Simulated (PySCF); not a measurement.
C9H8O2, SMILES CC(=O)c1cccc(C=O)c1, GFN2-xTB optimised geometry.

```
19

C     -3.04    -1.81     0.04
C     -1.53    -1.82     0.00
O     -0.90    -2.85    -0.03
C     -0.84    -0.50     0.00
C     -1.51     0.72     0.00
C     -0.81     1.91     0.00
C      0.57     1.91     0.00
C      1.27     0.69     0.00
C      2.74     0.69     0.00
O      3.43     1.67     0.01
C      0.55    -0.50     0.00
H     -3.38    -1.29     0.93
H     -3.43    -1.30    -0.83
H     -3.40    -2.84     0.06
H     -2.59     0.75     0.00
H     -1.34     2.85    -0.01
H      1.14     2.83     0.00
H      3.18    -0.33     0.00
H      1.07    -1.45     0.00
```

Density from PBE0/def2-SVP in PySCF at that geometry.

Minimum of the electron density along straight lines between bonded atoms, close to the bond critical point (lines longer than 1.1 times the sum of covalent radii, or with two minima, are not listed):

| bond | length / Å | ρ at the minimum / e bohr⁻³ | ∇²ρ there / e bohr⁻⁵ | position (fraction from the first atom) |
|---|---|---|---|---|
| C1–C2 | 1.507 | 0.258 | -0.62 | 0.49 |
| C2–O3 | 1.209 | 0.410 | 0.42 | 0.33 |
| C2–C4 | 1.491 | 0.266 | -0.65 | 0.50 |
| C4–C5 | 1.395 | 0.306 | -0.77 | 0.50 |
| C5–C6 | 1.386 | 0.312 | -0.80 | 0.50 |
| C6–C7 | 1.382 | 0.314 | -0.81 | 0.50 |
| C7–C8 | 1.396 | 0.306 | -0.78 | 0.50 |
| C8–C9 | 1.471 | 0.275 | -0.69 | 0.50 |
| C9–O10 | 1.204 | 0.413 | 0.50 | 0.33 |
| C4–C11 | 1.393 | 0.308 | -0.78 | 0.50 |
| C8–C11 | 1.389 | 0.310 | -0.79 | 0.50 |
| C1–H12 | 1.088 | 0.274 | -1.00 | 0.63 |
| C1–H13 | 1.088 | 0.274 | -0.99 | 0.63 |
| C1–H14 | 1.087 | 0.278 | -1.04 | 0.64 |
| C5–H15 | 1.079 | 0.286 | -1.10 | 0.63 |
| C6–H16 | 1.080 | 0.284 | -1.09 | 0.63 |
| C7–H17 | 1.080 | 0.287 | -1.13 | 0.64 |
| C9–H18 | 1.108 | 0.277 | -1.04 | 0.63 |
| C11–H19 | 1.081 | 0.286 | -1.13 | 0.65 |
